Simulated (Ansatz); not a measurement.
A structure relaxed at r2SCAN-D4/def2-SVP in Ansatz, charge 1, singlet:

Cartesian coordinates in Å:
```
Ag 0.023 -2.345 -0.942
Ag -0.825 0.657 2.356
Ag 0.058 2.476 0.505
Ag -0.036 -1.886 1.759
Cu -0.014 -0.016 0.057
Cu 1.124 -0.343 -1.981
Cu -0.330 1.457 -1.755
```

Q: Give its formula and point group.

A: Cu₃Ag₄⁺. Point group C2 (tolerance 0.1 Å).

Q: Summarise the bond lengths by kind (pairs closer than 1.2 times the sum of covalent radii, bridged metal pairs left out).

A: 6 × Ag–Cu 2.51 to 2.53 Å; 3 × Ag–Ag 2.73 to 2.74 Å; 3 × Cu–Cu 2.32 to 2.36 Å.

In the def2 sets Ag takes a core potential; there is no spin–orbit coupling. The restricted singlet is unstable towards broken spin symmetry in Hartree–Fock (as tested in another run); at r2SCAN-D4/def2-SVP this wasn't settled. The relaxation made no stability test and no search for a lower SCF solution. No other spin state of charge 1 was run. Another isomer (singlet) lies 0.19 eV lower at PBE0-D4/def2-TZVP; other spin states weren't run for this one.
